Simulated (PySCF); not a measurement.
**S²⁺: excitation energy**

S²⁺ [Ne] 3s2 3p2 (3P) → S²⁺ [Ne] 3s1 3p3 (5S), as a difference of total energies. Computed with PySCF 2.14 in aug-cc-pCVQZ-DK (10s9p7d5f3g, 134 functions), with scalar relativity by spin-free X2C-1e. Correlated levels: valence: [Ne] frozen; valence and next inner shell: 1s2 frozen; nothing frozen. The calculations carry no spin-orbit coupling.

| method | excitation energy (cm⁻¹) |
| --- | --- |
| UHF | 43500 |
| LDA | 60299 |
| PBE | 59318 |
| PBE0 | 57305 |
| r2SCAN | 51370 |
| M06-2X | 61711 |
| PBEsol | 57674 |
| r2SCAN0 | 51967 |
| MP2 (valence) | 53770 |
| SCS-MP2 (valence) | 58560 |
| MP2 (valence and next inner shell) | 55429 |
| SCS-MP2 (valence and next inner shell) | 59747 |
| MP2 (all electrons) | 55362 |
| SCS-MP2 (all electrons) | 59707 |

A first-order spin-orbit estimate (lowest level to lowest level, LS coupling) adds 0.062 eV.
